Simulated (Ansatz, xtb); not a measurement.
Species: Al₂H₄, net charge -1, doublet state. It need not be the lowest isomer of its formula. 
Coordinates optimised at B3LYP-D3(BJ)/def2-TZVP (Ansatz, a first-principles code):
```
Al
H 1 1.6207
H 1 1.6207 2 110.39
Al 1 2.4841 2 124.81 3 -180.00
H 4 1.6207 1 124.81 2 180.00
H 4 1.6207 5 110.39 1 -180.00
```
Charge -1, spin multiplicity 2.

Harmonic wavenumbers from GFN2-xTB (xtb, at its own minimum), cm⁻¹: 93, 158, 201, 250, 342, 381, 675, 732, 1163, 1198, 1239, 1291.

**Question.** Give the harmonic wavenumbers at B3LYP-D3(BJ)/def2-TZVP (Ansatz, finite differences of forces, unscaled).

**Answer.** 284, 301, 304, 385, 453, 473, 748, 811, 1734, 1740, 1743, 1773 cm⁻¹. Zero-point energy 15.4 kcal/mol.

**Question.** From these and the geometry, give the ideal-gas thermochemistry at 298.15 K and 1 atm (rigid rotor, harmonic oscillator).

**Answer.** Point group D2h, rotational symmetry number 4. Rotational constants 70.78, 4.946, 4.623 GHz. S(trans) 38.09, S(rot) 20.06, S(vib) 7.32, S(elec, spin only) 1.38, S 66.8 cal/(mol K). H(298) - H(0) 3.80 kcal/mol; G - E(el) -0.8 kcal/mol.
